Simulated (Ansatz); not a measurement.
CH8O2Si2 can be A, `C[SiH2]O[SiH2]O`, or B, `OC[SiH2][SiH2]O`.

Gas-phase electronic energies from Ansatz, PBE0-D4/def2-TZVP geometries. CBS: MP2 limit from def2 TZ/QZ plus the TZ coupled-cluster correction, frozen cores. DFT in def2-TZVPP. B3LYP here is the variant with VWN-RPA as its local correlation; programs differ in this. One conformer a species, not always the lowest.

Task: Which is lower in electronic energy at CCSD(T)/CBS, and by how much? (Estimate.)

Result: Computed: A, by 351.3 kJ/mol.

Task: Give E(B) − E(A) in kJ/mol with ωB97M-V, PBE0-D4, PBE-D4, B2PLYP, r2SCAN-D4, B3LYP, MP2/def2-TZVPP. (Best estimate.)

Result: The calculation gave: ωB97M-V 350.6, PBE0-D4 324.2, PBE-D4 308.3, B2PLYP 353.5, r2SCAN-D4 344.1, B3LYP 342.0, MP2/def2-TZVPP 365.9. None reverses the order clearly.

Largest T1 diagnostic: 0.012.

From PBE to PBE0 (25 % exact exchange), in def2-TZVPP and without D4, E(B) − E(A) moves by +16.0 kJ/mol. In def2-TZVPP, CCSD(T) changes the Hartree–Fock value by −27.6 kJ/mol (the triples alone add −4.3 kJ/mol) and MP2 by −10.9 kJ/mol.
